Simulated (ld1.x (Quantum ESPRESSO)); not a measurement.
## Zn (Z = 30): TM pseudisation with revPBE, scalar-relativistic reference atom.

ld1.x (Quantum ESPRESSO) 7.5 was run on this input:

```
&input
   title='Zn', zed=30., rel=1, dft='REVPBE', iswitch=3,
   config='[Ar] 3d10 4s1.75 4p0.25',
   nld=3, rlderiv=1.60, eminld=-8.0, emaxld=5.0, deld=0.04
 /
 &inputp
   pseudotype=2, tm=.true., lloc=1,
   nlcc=.false.,
   file_pseudopw='Zn.UPF', file_wfcaegen='ae.wfc', file_wfcncgen='nc.wfc', file_beta='beta', file_chi='chi'
 /
3
4S  1  0   1.75   0.00  1.45  1.45  0.0
3D  3  2  10.00   0.00  0.95  0.95  0.0
3P  2  1   6.00   0.00  0.65  0.65  0.0
 &test
   configts(1)='3p6 3d10 4s1.75 4p0.25'
 /
```

Command:

```bash
ld1.x < Zn.in > Zn.out
```

Output (shortened: banner, matrices, multipoles, cross overlaps and the repeated all-electron block are left out):

```
Program LD1 v.7.5
     --------------------------- All-electron run ----------------------------

     Zn
     scalar relativistic calculation

     atomic number is 30.00
     dft =REVPBE   lsd =0 sic =0 latt =0  beta=0.20 tr2=1.0E-14
     Exchange-correlation= REVPBE
                           (   1   4   4   4   0   0   0)
     mesh =1201 r(mesh) =  99.36527 a.u. xmin = -7.00 dx = 0.01250
     1 Ry =  13.60569312 eV, c = 137.03599908

     n l     nl                  e(Ry)          e(Ha)          e(eV)
     1 0     1S 1( 2.00)      -700.2268      -350.1134     -9527.0703
     2 0     2S 1( 2.00)       -85.1876       -42.5938     -1159.0366
     2 1     2P 1( 6.00)       -73.8310       -36.9155     -1004.5215
     3 0     3S 1( 2.00)        -9.5478        -4.7739      -129.9041
     3 1     3P 1( 6.00)        -6.1753        -3.0876       -84.0189
     3 2     3D 1(10.00)        -0.7864        -0.3932       -10.6994
     4 0     4S 1( 1.75)        -0.4638        -0.2319        -6.3097
     4 1     4P 1( 0.25)        -0.1008        -0.0504        -1.3708

     final scf error:  6.0E-15 reached in  33 iterations

     Etot =   -3592.258237 Ry,   -1796.129119 Ha,  -48875.163196 eV

     Ekin =    3649.467804 Ry,    1824.733902 Ha,   49653.539000 eV
     Encl =   -8654.619403 Ry,   -4327.309701 Ha, -117752.095689 eV
     Eh   =    1556.197075 Ry,     778.098538 Ha,   21173.139846 eV
     Exc  =    -143.303714 Ry,     -71.651857 Ha,   -1949.746353 eV

     normalization and overlap integrals

     s(1S/1S) =  1.000000  <r> =   0.0503  <r2> =    0.0034  r(max) =   0.0329
     s(2S/2S) =  1.000000  <r> =   0.2261  <r2> =    0.0603  r(max) =   0.1894
     s(2P/2P) =  1.000000  <r> =   0.1983  <r2> =    0.0482  r(max) =   0.1513
     s(3S/3S) =  1.000000  <r> =   0.6809  <r2> =    0.5359  r(max) =   0.5908
     s(3P/3P) =  1.000000  <r> =   0.7133  <r2> =    0.6014  r(max) =   0.5908
     s(3D/3D) =  1.000000  <r> =   0.9088  <r2> =    1.1225  r(max) =   0.5691
     s(4S/4S) =  1.000000  <r> =   2.6319  <r2> =    8.1448  r(max) =   2.0882
     s(4P/4P) =  1.000000  <r> =   4.3952  <r2> =   24.1077  r(max) =   3.0383

     ------------------------ End of All-electron run ------------------------

     --------------------- Generating NC pseudopotential ---------------------

      Generating local pot.: lloc=1, matching radius rcloc =   0.6500

      Wfc   4S  rcut= 1.453  Using Troullier-Martins method

      Wfc   3D  rcut= 0.950  Using Troullier-Martins method

     ------------------- End of pseudopotential generation -------------------

     Computing logarithmic derivative in   1.59611
     Message from routine run_pseudo:
     Warning: convergence not achieved
     Computing logarithmic derivative in   1.59611
     Computing the partial wave expansion
     R is outside the sphere for l=    0 j= 0.00
       no projector for channel:   1
     R is outside the sphere for l=    2 j= 0.00

     ---------------------- Testing the pseudopotential ----------------------

     Zn
     scalar relativistic calculation

     atomic number is 30.00   valence charge is 18.00
     dft =REVPBE   lsd =0 sic =0 latt =0  beta=0.20 tr2=1.0E-14
     mesh =1201 r(mesh) =  99.36527 xmin = -7.00 dx = 0.01250

     n l     nl             e AE (Ry)        e PS (Ry)    De AE-PS (Ry)
     2 1     3P   1( 6.00)       -6.17528       -6.17556        0.00028
     3 2     3D   1(10.00)       -0.78639       -0.78640        0.00001
     1 0     4S   1( 1.75)       -0.46376       -0.46375       -0.00000
     3 1     4P   1( 0.25)       -0.10075       -0.10106        0.00031

     eps = 9.1E-13  iter =201

     Etot =   -3592.258237 Ry,   -1796.129119 Ha,  -48875.163196 eV
     Etotps =  -347.406173 Ry,    -173.703086 Ha,   -4726.701779 eV

     Ekin =     261.395385 Ry,     130.697692 Ha,    3556.465386 eV
     Encl =    -829.004514 Ry,    -414.502257 Ha,  -11279.181010 eV
     Ehrt =     312.211426 Ry,     156.105713 Ha,    4247.852848 eV
     Ecxc =     -35.242254 Ry,     -17.621127 Ha,    -479.495298 eV
     Epseu=     -56.766215 Ry,     -28.383108 Ha,    -772.343705 eV

     ---------------------- End of pseudopotential test ----------------------
```

Note: ghost state, extra bound levels that the all-electron valence spectrum of the same l lacks: s at -87.5 eV. A true bound ghost makes a file unfit for plane-wave use.

Generation and configuration tests took about 3.3 s on one core of a shared server CPU.

Transferability test of the new file with ld1.x, input:

```
&input
   title='Zn', zed=30., rel=1, dft='REVPBE', iswitch=2,
   config='[Ar] 3d10 4s1.75 4p0.25'
 /
 &test
   file_pseudo='Zn.UPF', nconf=8,
   configts(1)='3p6 3d10 4s1.75 4p0.25',
   configts(2)='3p6 3d10 4s2 4p0',
   configts(3)='3p6 3d10 4s1 4p0',
   configts(4)='3p6 3d10 4s0 4p0',
   configts(5)='3p6 3d10 4s1.5 4p0',
   configts(6)='3p6 3d10 4s1 4p1',
   configts(7)='3p6 3d9 4s0 4p0',
   configts(8)='3p6 3d10 4s0 4p1'
 /
```

```bash
ld1.x < Zn.test.in > Zn.test.out
```

Pseudopotential blocks of its output, shortened (energy terms left out; the distinct warnings before each block abridged to one line each):

```
     Warning: convergence not achieved
     ---------------------- Testing the pseudopotential ----------------------

     n l     nl             e AE (Ry)        e PS (Ry)    De AE-PS (Ry)
     2 1     3P   1( 6.00)       -6.17528       -6.17556        0.00028
     3 2     3D   1(10.00)       -0.78639       -0.78640        0.00001
     1 0     4S   1( 1.75)       -0.46376       -0.46375       -0.00000
     3 1     4P   1( 0.25)       -0.10075       -0.10106        0.00031

     eps = 1.0E-12  iter =201

     Etot =   -3592.258237 Ry,   -1796.129119 Ha,  -48875.163196 eV
     Etotps =  -347.406173 Ry,    -173.703086 Ha,   -4726.701779 eV

     ---------------------- End of pseudopotential test ----------------------

          Warning: convergence not achieved
     ---------------------- Testing the pseudopotential ----------------------

     n l     nl             e AE (Ry)        e PS (Ry)    De AE-PS (Ry)
     2 1     3P   1( 6.00)       -6.12869       -6.12981        0.00112
     3 2     3D   1(10.00)       -0.74063       -0.74125        0.00062
     1 0     4S   1( 2.00)       -0.43343       -0.43344        0.00001
     3 1     4P   1( 0.00)       -0.07998       -0.08035        0.00037

     eps = 5.0E-13  iter =201

     Etot =   -3592.347687 Ry,   -1796.173844 Ha,  -48876.380222 eV
     Etotps =  -347.495550 Ry,    -173.747775 Ha,   -4727.917820 eV
     dEtot_ae =      -0.089450 Ry
     dEtot_ps =      -0.089377 Ry,   Delta E=      -0.000072 Ry

     ---------------------- End of pseudopotential test ----------------------

          Warning: convergence not achieved
     ---------------------- Testing the pseudopotential ----------------------

     n l     nl             e AE (Ry)        e PS (Ry)    De AE-PS (Ry)
     2 1     3P   1( 6.00)       -6.83789       -6.83613       -0.00176
     3 2     3D   1(10.00)       -1.44533       -1.44418       -0.00115
     1 0     4S   1( 1.00)       -1.01775       -1.01827        0.00052
     3 1     4P   1( 0.00)       -0.56443       -0.56507        0.00064

     eps = 3.0E-12  iter =201

     Etot =   -3591.629210 Ry,   -1795.814605 Ha,  -48866.604841 eV
     Etotps =  -346.776781 Ry,    -173.388391 Ha,   -4718.138468 eV
     dEtot_ae =       0.629028 Ry
     dEtot_ps =       0.629392 Ry,   Delta E=      -0.000364 Ry

     ---------------------- End of pseudopotential test ----------------------

          ---------------------- Testing the pseudopotential ----------------------

     n l     nl             e AE (Ry)        e PS (Ry)    De AE-PS (Ry)
     2 1     3P   1( 6.00)       -7.66059       -7.65431       -0.00627  !
     3 2     3D   1(10.00)       -2.25841       -2.25439       -0.00402
     1 0     4S   1( 0.00)       -1.68067       -1.68213        0.00146
     3 1     4P   1( 0.00)       -1.14701       -1.14775        0.00074

     eps = 1.4E-15  iter =  9

     Etot =   -3590.286816 Ry,   -1795.143408 Ha,  -48848.340648 eV
     Etotps =  -345.433276 Ry,    -172.716638 Ha,   -4699.859141 eV
     dEtot_ae =       1.971421 Ry
     dEtot_ps =       1.972897 Ry,   Delta E=      -0.001477 Ry

     ---------------------- End of pseudopotential test ----------------------

          Warning: convergence not achieved
     ---------------------- Testing the pseudopotential ----------------------

     n l     nl             e AE (Ry)        e PS (Ry)    De AE-PS (Ry)
     2 1     3P   1( 6.00)       -6.46737       -6.46724       -0.00013
     3 2     3D   1(10.00)       -1.07763       -1.07748       -0.00015
     1 0     4S   1( 1.50)       -0.71506       -0.71525        0.00019
     3 1     4P   1( 0.00)       -0.30706       -0.30758        0.00051

     eps = 7.7E-13  iter =201

     Etot =   -3592.061572 Ry,   -1796.030786 Ha,  -48872.487421 eV
     Etotps =  -347.209359 Ry,    -173.604680 Ha,   -4724.023994 eV
     dEtot_ae =       0.196666 Ry
     dEtot_ps =       0.196813 Ry,   Delta E=      -0.000148 Ry

     ---------------------- End of pseudopotential test ----------------------

          Warning: convergence not achieved
     ---------------------- Testing the pseudopotential ----------------------

     n l     nl             e AE (Ry)        e PS (Ry)    De AE-PS (Ry)
     2 1     3P   1( 6.00)       -6.29542       -6.29309       -0.00233
     3 2     3D   1(10.00)       -0.90371       -0.90186       -0.00184
     1 0     4S   1( 1.00)       -0.53781       -0.53798        0.00017
     3 1     4P   1( 1.00)       -0.15031       -0.15052        0.00022

     eps = 5.0E-12  iter =201

     Etot =   -3591.976091 Ry,   -1795.988045 Ha,  -48871.324393 eV
     Etotps =  -347.124142 Ry,    -173.562071 Ha,   -4722.864557 eV
     dEtot_ae =       0.282147 Ry
     dEtot_ps =       0.282031 Ry,   Delta E=       0.000116 Ry

     ---------------------- End of pseudopotential test ----------------------

          ---------------------- Testing the pseudopotential ----------------------

     n l     nl             e AE (Ry)        e PS (Ry)    De AE-PS (Ry)
     2 1     3P   1( 6.00)       -9.18732       -9.18427       -0.00304
     3 2     3D   1( 9.00)       -3.71900       -3.71503       -0.00397
     1 0     4S   1( 0.00)       -2.60256       -2.59850       -0.00406
     3 1     4P   1( 0.00)       -1.95518       -1.95576        0.00058

     eps = 5.4E-15  iter = 14

     Etot =   -3587.316735 Ry,   -1793.658368 Ha,  -48807.930638 eV
     Etotps =  -342.467154 Ry,    -171.233577 Ha,   -4659.503005 eV
     dEtot_ae =       4.941502 Ry
     dEtot_ps =       4.939019 Ry,   Delta E=       0.002483 Ry

     ---------------------- End of pseudopotential test ----------------------

          ---------------------- Testing the pseudopotential ----------------------

     n l     nl             e AE (Ry)        e PS (Ry)    De AE-PS (Ry)
     2 1     3P   1( 6.00)       -6.97463       -6.96880       -0.00583  !
     3 2     3D   1(10.00)       -1.57739       -1.57335       -0.00404
     1 0     4S   1( 0.00)       -1.09889       -1.10015        0.00125
     3 1     4P   1( 1.00)       -0.62913       -0.62979        0.00066

     eps = 8.3E-15  iter = 13

     Etot =   -3591.167188 Ry,   -1795.583594 Ha,  -48860.318714 eV
     Etotps =  -346.314504 Ry,    -173.157252 Ha,   -4711.848865 eV
     dEtot_ae =       1.091049 Ry
     dEtot_ps =       1.091669 Ry,   Delta E=      -0.000620 Ry

     ---------------------- End of pseudopotential test ----------------------
```
